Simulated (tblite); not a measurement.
Species: C4H5BF3 (charge +1).
Atom-mapped SMILES: `[CH2:1]=[C:2]([F:3])[CH+:4][CH2:5][B:6]([F:7])[F:8]` (hydrogens: H9, H10 on C1; H11 on C4; H12, H13 on C5)
Bond orders are those of one Lewis drawing.

Computed with GFN2-xTB (tblite), gas phase: L-BFGS steps from a force-field or distance-geometry start until the largest atomic force falls under 0.01 eV/Å.

Step 71: E = -710.2788 eV
```
atom  x, y, z in Å  |  force x, y, z in eV/Å
C1      2.2816    0.8626    0.1965    0.044  -0.035  -0.027
C2      1.1942    0.0766    0.3804    0.012   0.048   0.035
F3      0.9650   -0.4395    1.5863   -0.008  -0.009   0.036
C4      0.2237   -0.2182   -0.6056    0.008   0.006   0.017
C5     -0.9508   -0.9600   -0.3167   -0.040   0.019   0.040
B6     -2.1454    0.1232    0.1214    0.025  -0.001   0.015
F7     -2.3563    1.1725   -0.5978   -0.029  -0.045   0.013
F8     -2.8182   -0.1012    1.1911   -0.023  -0.006  -0.055
H9      2.5135    1.2900   -0.7646    0.000   0.029  -0.008
H10     2.9496    1.0688    1.0219    0.010  -0.015  -0.018
H11     0.3794    0.2058   -1.5911    0.001  -0.016  -0.023
H12    -0.8536   -1.6220    0.5476    0.015  -0.011   0.020
H13    -1.3869   -1.4581   -1.1872   -0.015   0.037  -0.045
```

Step 72: E = -710.2796 eV
```
atom  x, y, z in Å  |  force x, y, z in eV/Å
C1      2.2847    0.8595    0.1944    0.026  -0.003  -0.035
C2      1.1967    0.0751    0.3825    0.053   0.046  -0.012
F3      0.9793   -0.4519    1.5849   -0.021  -0.013   0.056
C4      0.2218   -0.2148   -0.6003    0.001   0.028   0.027
C5     -0.9504   -0.9589   -0.3104   -0.039   0.015   0.034
B6     -2.1499    0.1230    0.1138    0.019   0.016   0.007
F7     -2.3621    1.1693   -0.6098   -0.020  -0.062   0.017
F8     -2.8261   -0.0994    1.1816   -0.035  -0.007  -0.039
H9      2.5098    1.2995   -0.7633   -0.011   0.006   0.007
H10     2.9569    1.0593    1.0171    0.031  -0.015  -0.005
H11     0.3686    0.2169   -1.5837    0.016  -0.016  -0.026
H12    -0.8532   -1.6165    0.5573    0.009  -0.018   0.009
H13    -1.3804   -1.4606   -1.1818   -0.029   0.025  -0.041
```

Problem. Estimate the geometry and energy of step 73. (The exact step hangs on the optimiser's Hessian estimate; all steps are aligned on step 72, rigid shifts and turns removed.)

Solution. E = -710.2804 eV, largest force 0.070 eV/Å
```
atom  x, y, z in Å  |  force x, y, z in eV/Å
C1      2.2886    0.8564    0.1919    0.012   0.014   0.008
C2      1.1983    0.0766    0.3843    0.062   0.006  -0.031
F3      0.9895   -0.4595    1.5841   -0.023  -0.001   0.058
C4      0.2198   -0.2108   -0.5955   -0.007   0.049   0.022
C5     -0.9504   -0.9575   -0.3044   -0.015   0.012   0.007
B6     -2.1526    0.1222    0.1083   -0.012   0.010   0.020
F7     -2.3676    1.1650   -0.6188   -0.012  -0.045   0.002
F8     -2.8354   -0.1013    1.1715   -0.041  -0.008  -0.020
H9      2.5092    1.3052   -0.7611   -0.010   0.013  -0.042
H10     2.9653    1.0503    1.0114    0.050  -0.018   0.016
H11     0.3595    0.2266   -1.5775    0.025  -0.020  -0.021
H12    -0.8519   -1.6116    0.5654    0.002  -0.029   0.006
H13    -1.3766   -1.4611   -1.1772   -0.032   0.017  -0.024
```

The energy changes by -0.0008 eV. The first-order estimate −F·Δx gives -0.0012 eV and the mean of the old and new forces, exact on a quadratic surface, -0.0008 eV. The step makes an angle of 78° with the force vector and moves no atom by more than 0.015 Å.

The cost below is that of the whole relaxation. Hardware: one thread of an Arm Neoverse N1, no GPU, shared host. Cost: 1.5 s wall.
